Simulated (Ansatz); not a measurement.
Basis sets compared for TiClF3. Total charge 0; singlet. Geometry PBE-D4/def2-SVP. Ansatz on 4 threads of Arm Neoverse V2 on a shared host; times are rough, and most runs start from earlier orbitals.

```xyz
5

Ti   -0.001    0.081    0.012
Cl    0.018   -2.084   -0.320
F     1.441    0.564    0.857
F    -1.389    0.523    0.963
F    -0.070    0.915   -1.513
```

The 6-31G sets use Cartesian d functions. B3LYP takes the VWN-RPA correlation.

Binding counts from free atoms (Ti triplet, Cl doublet, F doublet) in the same basis, without a counterpoise term.

```tsv
level	functions	energy (Eh)	HOMO (eV)	LUMO (eV)	binding per atom (eV)	wall time
HF/6-31G	69	-1606.3154	-13.96	-0.22	2.51	0.4 s
HF/def2-TZVP (with forces)	175	-1606.6403	-13.68	0.86	2.90	2.4 s
PBE-D4/def2-SVP	91	-1608.3327	-8.46	-4.11	5.03	0.86 s
PBE-D4/def2-TZVP	175	-1608.9788	-8.72	-4.30	–	1.5 s
r2SCAN-D4/def2-TZVP	175	-1609.4798	-9.13	-4.33	–	3.7 s
B3LYP-D4/6-31G	69	-1609.3793	-9.94	-3.93	4.40	1.1 s
B3LYP-D4/def2-TZVP	175	-1609.6803	-9.94	-3.74	4.55	2.2 s
PBE0-D4/def2-SVP	91	-1608.3559	-10.07	-3.50	4.56	1.2 s
PBE0-D4/def2-TZVP	175	-1609.0021	-10.22	-3.46	4.53	2.4 s
```

(1) Estimate the rows for PBE-D4/def2-TZVPD, r2SCAN-D4/def2-TZVPD, PBE0-D4/def2-TZVPD.

Results:

(1) 
```
               level  functions  energy (Eh)  HOMO (eV)  LUMO (eV)  binding per atom (eV)  wall time
   PBE-D4/def2-TZVPD        214   -1608.9827      -8.74      -4.31                      –      2.5 s
r2SCAN-D4/def2-TZVPD        214   -1609.4837      -9.12      -4.30                      –        5 s
  PBE0-D4/def2-TZVPD        214   -1609.0062     -10.21      -3.44                   4.54      3.3 s
```
